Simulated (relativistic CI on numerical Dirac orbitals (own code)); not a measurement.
Hyperfine structure of Br XXI, mass number 79

Method of calculation: Dirac-Coulomb-Breit CI, KLI orbitals optimised for each configuration, model QED (radiative potential, 1s self-energy scaled to tabulated hydrogen-like ionisation energies), unscaled Slater integrals (own radial code, finite nucleus).

Configuration list (outside the closed core [Ne]): 3s2 3p3, 3s 3p4, 3s2 3p2 3d, 3p5, 3s 3p3 3d, 3p4 3d, 3s 3p2 3d2, 3s2 3p 3d 4p, 3p4 4s, 3s2 3p2 4s, 3p4 4p, 3s 3p2 3d 4s, 3s2 3p2 4p, 3s2 3p 3d2, 3s2 3d3, 3s 3p 3d3, 3s2 3d2 4s, 3s2 3d2 4p, 3p3 3d2, 3p2 3d3, 3p2 3d2 4s, 3p2 3d2 4p, 3s2 3p 3d 4s, 3s 3p 3d2 4s, 3s2 3d 4s2, 3s2 3d 4s 4p. Double excitations out of closed p, d and f shells are left out; levels of such configurations are missing from the list, as are those of other unlisted configurations, and high levels can miss mixing partners.

Nuclear spin I = 3/2, μ = 2.1046 μN, Q = 0.3087 b (tables of Stone and Pyykkö). The electronic factors are computed for point nuclear moments, without core polarisation or the Bohr-Weisskopf and QED corrections.

```csv
Level,E (cm⁻¹),A (GHz),B (GHz)
3s2 3p3 2D°_3/2,73062,12.79,6.9
3s2 3p3 2D°_5/2,99742,38.53,-0.035
3s2 3p3 2P°_1/2,144389,109.9,
3s2 3p3 2P°_3/2,197272,21.86,-9.2
3s 3p4 4P_5/2,484136,81.55,6.01
3s 3p4 4P_3/2,529250,55.15,-6
3s 3p4 4P_1/2,541215,189.3,
3s 3p4 2D_3/2,605547,-5.565,-8.63
```

Levels with J = 0, under 50 % of one LS term, or S terms without an open s electron are left out. Small factors come from cancelling terms and can be off by tens of per cent or more.

At this charge energies of transitions that change n are usually good to better than 1 %, and those within a shell (Δn = 0) to a few per cent.

Q: Give the hyperfine levels of 3s2 3p3 2D°_5/2 relative to its centre of gravity.

A: With K = F(F + 1) − I(I + 1) − J(J + 1), E = AK/2 + B[¾K(K + 1) − I(I + 1)J(J + 1)]/[2I(2I − 1)J(2J − 1)]: F = 1: -202.3, F = 2: -125.2, F = 3: -9.613, F = 4: 144.5 GHz.

LS names give the leading component of a level, which can be under half, so a name can repeat, a term be missing and a line seem to break the LS rules.
